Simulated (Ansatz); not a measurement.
Species: HBr, charge 1, multiplicity 2. 
Structure (B3LYP-D3(BJ)/def2-TZVP (Ansatz, a first-principles code) minimum search):
```xyz
2

Br     0.0000     0.0000    -0.0405
H      0.0000     0.0000     1.4192
```
Charge +1, spin multiplicity 2.

Basis-set convergence of Hartree-Fock and CCSD(T) correlation energies (hartree) with Ansatz. Cores are frozen in the correlated levels unless marked. Open shells are spin-unrestricted. Spin-orbit coupling is left out. Frozen are the shells of the preceding noble gas and the d and f shells that filled before the atom's block. Non-relativistic.

```json
[
 {"basis": "aug-cc-pVDZ", "functions": "45", "E(HF)": "-2572.57819", "E(corr, CCSD(T))": "-0.12490"},
 {"basis": "aug-cc-pVTZ", "functions": "82", "E(HF)": "-2572.65646", "E(corr, CCSD(T))": "-0.16745"},
 {"basis": "aug-cc-pVQZ", "functions": "139", "E(HF)": "-2572.65953", "E(corr, CCSD(T))": "-0.17949"}
]
```

Extrapolating the two largest sets (X = 3 and 4) as X^-3: E(corr) = (64·(-0.17949) - 27·(-0.16745))/37 = -0.1883 Eh, an estimate of the basis-set limit. The largest set recovers 95.3 % of it, the smallest 66.3 %.
